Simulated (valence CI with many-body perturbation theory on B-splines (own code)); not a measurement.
Br4+: what the settings do

Level of theory: relativistic CI+MBPT: three valence electrons over a frozen Dirac-Fock core [Ar] 3d10, a basis of 6 s, 6 p, 5 d, 3 f, 1 g functions for each j, with the one-electron correlation potential Σ1, the two-electron term Σ2, the three-electron term Σ3, Breit, model QED; selected CI, second order for the rest, scaled by the run's own slope (own B-spline code, finite nucleus).

Against 8 measured levels this calculation errs by 113 cm⁻¹ on average and by 223 at most. These come from a selection out of Moore, Atomic Energy Levels, vol. II, NSRDS-NBS 35 (1971 reprint of NBS Circular 467, 1952), an old analysis. Levels without a partner in it may be off by more.

The reference run has the lowest level 4s2 4p 2P°_1/2 and an ionisation energy of 59.6718 eV. Its largest variational space holds 4428 state functions.

Reference levels: 4s2 4p 2P°_3/2 6077, 4s 4p2 4P_1/2 93207, 4s 4p2 4P_3/2 95673, 4s 4p2 4P_5/2 98974, 4s 4p2 2D_3/2 122718, 4s 4p2 2D_5/2 123447, 4s 4p2 2S_1/2 149530, 4s 4p2 2P_1/2 158298, 4s 4p2 2P_3/2 161170, 4s2 4d 2D_3/2 188047, 4s2 4d 2D_5/2 188676, 4s2 5s 2S_1/2 213484 cm⁻¹.

Q: Rank these changes by the mean size of the shift of these levels, smallest first.
A. QED terms on → off
B. size limit of the variational space 10000 → 300; second order for the rest on → off
C. highest l with Σ1, explicit Σ2 and valence Breit (higher l get mean screening factors) 3 → 2
D. logarithmic knot step 0.27 → 0.4

A: D (11 cm⁻¹), C (86 cm⁻¹), A (120 cm⁻¹), B (560 cm⁻¹).
